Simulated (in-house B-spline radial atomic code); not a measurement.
RPA and G0W0 on LC-wPBE: Tb VIII (Tb7+)

Configuration [Kr] 4d10 4f7 5s2 5p3, highest spin, mean-field start LC-wPBE. Computed with an all-electron radial atomic-structure program (B-spline basis): all electrons, scalar-relativistic (spin-free one-electron X2C), finite nucleus, each spin shell either full or empty, empty states to l = 9 with an (l + 1/2)⁻⁴ tail; G0W0 by contour deformation at full frequency.

Without the two-electron picture change, the correlation of inner shells comes somewhat too large for so heavy an element.

Spin-orbit coupling, left out, splits p levels strongly here.

Command:
```bash
python run_gw.py task.json out
```
Settings (radii: box in bohr, nucleus in fm):
```
Z                        65
electrons                58
configuration            [Kr] 4d10 4f7 5s2 5p3
hamiltonian              x2c
method                   lc_wpbe
lmax                     9
rms_radius               5.06
spin_polarised           True
box_radius               8.41
intervals                66
```

Time taken, with all properties: 11 s on 1 thread of Arm Neoverse N1, on a shared host.

Energies (hartree):

| term | value |
| --- | --- |
| mean-field total | -11695.54829 |
| Hartree-Fock functional on these orbitals | -11692.14431 |
| direct second order | -5.5154 |
| second-order exchange | 1.4845 |
| SOSEX correction | 1.3968 |

**Question.** What is the RPA correlation energy, and what remains with SOSEX?

**Answer.** RPA gives -4.8968 hartree (-2.3 eV per electron); RPA + SOSEX gives -3.5, and the second-order doubles -4.0308 hartree (no singles). SOSEX takes back 29 % of the RPA value.

Quasi-particle levels (eV):

| level | occupied | mean field | Σx - vxc | Σc | QP weight | G0W0 |
| --- | --- | --- | --- | --- | --- | --- |
| 4f up | yes | -114.57 | -9.46 | ? | ? | ? |
| 5p up | yes | -121.81 | -3.42 | -0.66 | 0.971 | -125.89 |
| 5s down | yes | -141.41 | 0.79 | -3.59 | 0.971 | -144.21 |
| 5p down | no | -105.06 | 5.07 | -3.10 | 0.972 | -103.09 |

G0W0 = mean field + (Σx - vxc) + Σc, with Σc (partial-wave tail included) taken at the quasi-particle energy. Only the outer levels were computed. Levels of low weight are left out.

**Question.** Where does G0W0 put 4f up?

**Answer.** At -122.08 eV, with Σc = 1.94 eV and a quasi-particle weight of 0.955.
